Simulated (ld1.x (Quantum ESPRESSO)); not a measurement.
# Building the TM potential for Sr (Z = 38) (PBE, scalar-relativistic).

* Element: Sr (Z = 38)
* Generator: ld1.x (Quantum ESPRESSO) 7.5
* Type: norm-conserving Troullier–Martins (Kleinman–Bylander form)
* Functional: PBE
* Relativity: scalar-relativistic
* Frozen core: [Ar] 3d10
* Valence charge: 10
* Reference configuration: 4s2 4p6 4d0 5s2 5p0
* Partial waves: 4s (bound): rc 2.25 bohr; 4p (bound): rc 2.15 bohr; 4d (bound, empty): rc 2.00 bohr
* Local potential: all-electron potential smoothed inside 2.10 bohr (lloc = -1)
* Core correction: none

Occupied shells without a wave of their own: 5s. They enter only through the test configuration that unscreens the potential.

Question: Does the generator finish with these settings?

Answer: Yes, a potential is produced.

Question: Estimate the cutoffs (Ry, on a coarse ladder) from which the occupation-weighted sum of valence levels, in a spherical-Bessel basis at the reference potential, stays within 10 and 1 mRy of its value at 400 Ry.

Answer: 18 Ry and 35 Ry.

Question: Does the potential have ghost states?

Answer: No extra level below or beside the all-electron valence levels (s, p, d, f tested).

Question: Tests: 4s2 4p6 4d0 5s1 5p0; 4s2 4p6 4d0 5s0 5p0; 4s2 4p6 4d0 5s1.5 5p0; 4s2 4p6 4d0 5s0 5p1; 4s1 4p6 4d0 5s2 5p0; 4s2 4p6 4d1 5s0 5p0; 4s2 4p6 4d1 5s1 5p0. Which has the largest error in its energy relative to the reference configuration, and how large is it?

Answer: 4s2 4p6 4d0 5s0 5p0, with -387 meV (all-electron minus pseudo) on +16.89 eV.
